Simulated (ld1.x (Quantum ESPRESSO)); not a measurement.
**Pseudopotential generation for dysprosium: RRKJ, LDA (PZ), scalar-relativistic.**

The input file (ld1.x (Quantum ESPRESSO) 7.5):

```
&input
   title='Dy', zed=66., rel=1, dft='PZ', iswitch=3,
   config='[Xe] 4f10 5d0 6s2 6p0',
   nld=4, rlderiv=2.60, eminld=-6.0, emaxld=5.0, deld=0.02
 /
 &inputp
   pseudotype=2, tm=.false., rho0=0.02, lloc=-1, rcloc=1.15,
   nlcc=.false.,
   file_pseudopw='Dy.UPF', file_wfcaegen='ae.wfc', file_wfcncgen='nc.wfc', file_beta='beta', file_chi='chi'
 /
4
5S  1  0   2.00   0.00  2.30  2.30  0.0
5P  2  1   6.00   0.00  2.00  2.00  0.0
5D  3  2   0.00   0.00  2.40  2.40  0.0
4F  4  3  10.00   0.00  1.00  1.00  0.0
 &test
   configts(1)='4f10 5s2 5p6 5d0 6s2 6p0'
 /
```

Command:

```bash
ld1.x < Dy.in > Dy.out
```

Output (shortened: banner, matrices, multipoles, cross overlaps and the repeated all-electron block are left out):

```
[... start of the log left out ...]
      Generating local potential from pseudized AE potential:
      Matching radius rcloc =   1.1500

      Local pseudo, rcloc= 1.145 Estimated cut-off energy=    18.99 Ry

      Wfc   5S  rcut= 2.306  Estimated cut-off energy=       10.60 Ry
      Using 4 Bessel functions for this wfc, rho(0) = 0.020
      This function has    0 nodes for 0 < r <    2.306

      Wfc   5P  rcut= 1.984  Estimated cut-off energy=       45.88 Ry
      This function has    0 nodes for 0 < r <    1.984

      Wfc   5D  rcut= 2.424  Estimated cut-off energy=       39.23 Ry
      This function has    0 nodes for 0 < r <    2.424

      Wfc   4F  rcut= 1.010  Estimated cut-off energy=      289.54 Ry
      This function has    0 nodes for 0 < r <    1.010

       Warning: n=2, l=0 expected 1 nodes, found 2
       Setting wfc to zero for this iteration
       (This warning will only be printed once per wavefunction)

     ------------------- End of pseudopotential generation -------------------

     Computing logarithmic derivative in   2.59637
     Message from routine compute phi:
     negative determinant

      ld=  -0.176020 f2ae  0.080333 faenor  0.567413

 %%%%%%%%%%%%%%%%%%%%%%%%%%%%%%%%%%%%%%%%%%%%%%%%%%%%%%%%%%%%%%%%%%%%%%%%%%%%%%
     Error in routine run_pseudo (1):
     Errors in PS-KS equation
 %%%%%%%%%%%%%%%%%%%%%%%%%%%%%%%%%%%%%%%%%%%%%%%%%%%%%%%%%%%%%%%%%%%%%%%%%%%%%%

     stopping ...
```

The run stopped because the pseudo-atom solver did not find the valence states with the expected number of nodes, which is the usual sign of a ghost state.

The run took about 0.46 s on one core of a shared server CPU.
